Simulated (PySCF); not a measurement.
This script is equivalent to a calculation on S²⁺ (sulfur, charge +2).

```python
from pyscf import gto, scf, dft, mp, cc
import basis_set_exchange as bse
mol = gto.M(atom="S 0 0 0", charge=2, spin=2, symmetry="D2h",
            basis=gto.basis.parse(bse.get_basis("Sapporo-DZP-2012", elements=["S"], fmt="nwchem", header=False)),
            nucmod="G")
mf = dft.UKS(mol, xc="TPSS").sfx2c1e()
mf.irrep_nelec = {'Ag': (3, 3), 'B1u': (2, 1), 'B2u': (2, 1), 'B3u': (1, 1)}
mf.kernel()
```

Q: What total energy does it give?

A: -397.823 hartree (calculated).

Q: Which occupied shell lies highest, and where?

A: 3p α, at -29.280 eV.

Q: What is ⟨S²⟩, and what would a pure spin state give?

A: 2.004, against 2.00.
